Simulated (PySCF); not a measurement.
Correlation energy of Co⁴⁺ (cobalt, charge +4)

Starting occupation: [Ar] 3d5, 3d3/2 with m_j = -3/2, -1/2, +1/2, +3/2, 3d5/2 with m_j = +5/2. All numbers are calculated (PySCF 2.14, X2C-1e with screened-nucleus spin-orbit coupling, Gaussian nucleus, in an even-tempered Gaussian basis (18 s from 0.14 bohr⁻², ratio 2.8; 13 p from 0.18 bohr⁻², ratio 2.8; 9 d from 0.18 bohr⁻², ratio 2.8; 4 f from 1.2 bohr⁻², ratio 3)). Frozen: [Ne]; 13 electrons correlated; the 76 highest virtual spinors left out.

MP2 pair energies summed by pair of shells (mhartree):

| pair | energy | share (%) |
| --- | --- | --- |
| 3d-3p | -184.85 | 45.1 |
| 3p-3p | -87.23 | 21.3 |
| 3d-3d | -67.09 | 16.4 |
| 3p-3s | -37.38 | 9.1 |
| 3d-3s | -28.51 | 7.0 |
| 3s-3s | -5.05 | 1.2 |

Total MP2 correlation energy: -410.11 mhartree.

The GHF reference relaxed away from the jj start to a determinant that is no pure jj level (⟨S²⟩ = 8.75, ⟨J²⟩ = 8.75); the energies belong to that determinant.
